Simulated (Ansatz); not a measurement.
An input meant for GaH2(CN) (CH2GaN) (charge 0, singlet).

```yaml
crystal:
  periodic: [false, false, false]
  atoms:
    - {symbol: Ga, position_ang: [0.367971, 0.537865, -0.214160]}
    - {symbol: H, position_ang: [2.004688, 0.616416, 0.217955]}
    - {symbol: H, position_ang: [-0.537560, 2.004730, 0.027875]}
    - {symbol: C, position_ang: [-0.734204, -0.896297, -0.159192]}
    - {symbol: N, position_ang: [-1.126596, -2.004937, -0.165201]}
basis:
  gaussian: {orbitals: "6-31G*"}
hamiltonian: {xc: {name: SPW92}}
scf: {lower_state_search: light}
relax: {f_tol: 0.001, max_steps: 3}
```

```sh
$ ansatz run in.yaml --threads 4 --pin off --events-out ev --progress --plain --max-ram 3916MiB
```

It prints (some lines left out):

```
Functional definition: SPW92
819 factors; their error is unknown
mean field evaluation 1: about -54819.0112 eV, gradient 5.0e1 eV
mean field evaluation 2: about -54756.2415 eV, gradient 1.5e2 eV
mean field evaluation 4: about -54823.3988 eV, gradient 1.0e1 eV
mean field evaluation 8: about -54823.6800 eV, gradient 5.3e-2 eV
mean field evaluation 16: about -54823.6564 eV, gradient 1.4e-5 eV
mean field -54823.65635426 eV, -2014.7322102102 hartree, gradient 1.4e-5 eV, S^2 0.000000; 0 other end points of the search recorded, 0 dependent functions left out
reference -54823.65639701 eV, -2014.7322117811 hartree; 23, 23 occupied and 46, 46 virtual orbitals, 819 factors
relax step   1: F+E_penalty+E_count = -54823.65635426 eV  Δ(F+E_penalty+E_count) = +0.000e0 eV  max|allowed force component| = 3.774e0 eV/Å  Δτ_max = 0.0000 Å  (27 SCF iters, accepted)
819 factors; their error is unknown
mean field -54824.23075205 eV, -2014.7533189394 hartree, gradient 1.9e-5 eV, S^2 0.000000; 0 other end points of the search recorded, 0 dependent functions left out
reference -54824.23079444 eV, -2014.7533204975 hartree; 23, 23 occupied and 46, 46 virtual orbitals, 819 factors
relax step   2: F+E_penalty+E_count = -54824.23075205 eV  Δ(F+E_penalty+E_count) = -5.744e-1 eV  max|allowed force component| = 1.143e0 eV/Å  Δτ_max = 0.1945 Å  (35 SCF iters, accepted)
819 factors; their error is unknown
mean field evaluation 32: about -54824.3079 eV, gradient 2.6e-5 eV
mean field -54824.30787055 eV, -2014.7561529922 hartree, gradient 2.6e-5 eV, S^2 0.000000; 0 other end points of the search recorded, 0 dependent functions left out
reference -54824.30791291 eV, -2014.7561545487 hartree; 23, 23 occupied and 46, 46 virtual orbitals, 819 factors
relax step   3: F+E_penalty+E_count = -54824.30787055 eV  Δ(F+E_penalty+E_count) = -7.712e-2 eV  max|allowed force component| = 2.758e-1 eV/Å  Δτ_max = 0.0824 Å  (27 SCF iters, accepted)
Error: geometry relaxation did not converge after 3 steps: max|allowed force component| = 2.76e-1 eV/Å (threshold 1.0e-3). Raise `relax.max_steps` over both its present limit and 3, loosen `relax.f_tol`, or start from a geometry closer to equilibrium. Where this run's directory can be resumed (`checkpoint.write`), a resume goes on for up to `relax.max_steps` more
```

In this input the relaxation is allowed too few steps for its threshold. The SCF steps converged, but the relaxation ran out of steps.
